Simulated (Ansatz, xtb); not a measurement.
Two isomers of C4H4F2O2

We compare X, `O=C1OC[C@@H]1C(F)F`, a singlet, with Y, `COC(=O)/C(F)=C/F`, a singlet. Both are isolated molecules in the gas phase, relaxed with B3LYP/def2-SVP, each in the lowest conformer that the search found.

Estimate which is lower in electronic energy at CCSD(T)/def2-SVP + ΔMP2/def2-TZVPP, and by roughly how much.

The CCSD(T)/def2-SVP + ΔMP2/def2-TZVPP calculation puts structure X lower, by 0.653 eV.

Level by level:

```tsv
level	geometry	E(Y) − E(X) (eV)	departure from the last row (eV)	job, with rough time for the two
GFN2-xTB	GFN2-xTB	+0.553	−0.100	optimisation, 0.12 s
HF/STO-3G	GFN2-xTB	+1.088	+0.435	single point, 0.34 s
r2SCAN-D4/def2-SVP	GFN2-xTB	+0.566	−0.087	single point, 3.3 s
B3LYP/def2-SVP	B3LYP/def2-SVP	+0.453	−0.200	optimisation, 25 s
HF/def2-SVP	B3LYP/def2-SVP	+0.545	−0.108	part of the CCSD(T) run
MP2/def2-SVP	B3LYP/def2-SVP	+0.726	+0.073	part of the CCSD(T) run
CCSD(T)/def2-SVP	B3LYP/def2-SVP	+0.641	−0.012	single point
CCSD(T)/def2-SVP + ΔMP2/def2-TZVPP	B3LYP/def2-SVP	+0.653		single point, 73 s
```

As drawn, Y has 1 C=C in place of 2 C–C. Structure X has a 4-membered ring, Y no ring.

The levels shown agree on the order. The largest departure from CCSD(T)/def2-SVP + ΔMP2/def2-TZVPP is that of HF/STO-3G, 0.435 eV. The last row adds to CCSD(T) the change of the MP2 difference between the two basis sets, here +0.012 eV.

With thermal terms from frequencies at re-optimised GFN2-xTB minima (ideal gas, soft modes damped towards free rotors, one conformer each, 298.15 K, 1 atm): the zero-point term adds −0.069 eV; ΔH is +0.624 and ΔG +0.535 eV.

The correlated steps freeze 8 core orbitals. Mirror images aren't counted in ΔG. Programs: Ansatz 0.2.0, xtb 6.7.1; the last row on 4 threads of Arm Neoverse V1 on a shared host.
